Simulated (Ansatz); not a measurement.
`[F][Hf]([F])([Cl])[I]` + dimethylamine → `C[N](C)[Hf]([F])([Cl])[I]` + H–F at 700 K and 1 bar (ligand exchange at the Hf–F bond).

Calculated with Ansatz (gas phase, PBE0-D4/def2-TZVP geometries, no zero-point term in ΔE). CCSD(T)/CBS adds triple-zeta CCSD(T) − MP2 to the extrapolated MP2 energy (def2 sets, frozen cores). This one scheme is used for every species. Elements past krypton have def2 core potentials. For Hf, I outer-core shells are correlated without core-valence functions, which leaves a few kJ/mol of doubt a bond. Each species was taken in one conformer, which may not be the lowest.

```csv
species,CCSD(T)/CBS energy (Eh),H − E (kJ/mol),S (J/(mol·K))
`[F][Hf]([F])([Cl])[I]`,-1005.01720,78.0,478.6
`CNC`,-135.00321,296.9,352.4
`C[N](C)[Hf]([F])([Cl])[I]`,-1039.59491,331.0,627.6
H–F,-100.39570,45.2,198.5
```

H − E and S are ideal-gas, rigid-rotor, harmonic terms from PBE0-D4/def2-TZVP, for one conformer and one mirror image of each species. 1 Eh = 2625.50 kJ/mol, R = 8.31446 J/(mol·K).

By hand: ΔE, ΔH, ΔS and ΔG.

ΔE = (-1039.59491) + (-100.39570) − (-1005.01720) − (-135.00321) = 0.02980 Eh = 78.2 kJ/mol. Δ(H − E) = 331.0 + 45.2 − 78.0 − 296.9 = 1.3, so ΔH = 79.5 kJ/mol. ΔS = 627.6 + 198.5 − 478.6 − 352.4 = -4.9 J/(mol·K). ΔG = 79.5 − 700 × (-4.9)/1000 = 82.9 kJ/mol.

By hand: the equilibrium constant, and the temperature at which ΔG would vanish if ΔH and ΔS stayed fixed.

log₁₀ K = −ΔG/(RT ln 10) = -6.2. ΔH and −TΔS have one sign here, so there is no such temperature.

The number of gas molecules stays the same, so ΔS is small and ΔH decides. A doubt of 5 kJ/mol in ΔE shifts log₁₀ K by 0.4 here. Other conformers and mirror images would add mixing entropy, several J/(mol·K) or more a flexible species. Modes under 60 cm⁻¹, often nearly free rotors, make the harmonic entropy too high. These are equilibria of isolated gas molecules and say nothing of rates. Largest T1 diagnostic: 0.014 (customary marks: 0.02 for closed shells, 0.045 for open ones).

ΔS is within the doubt of such terms, so its sign, and with it that verdict, could turn.
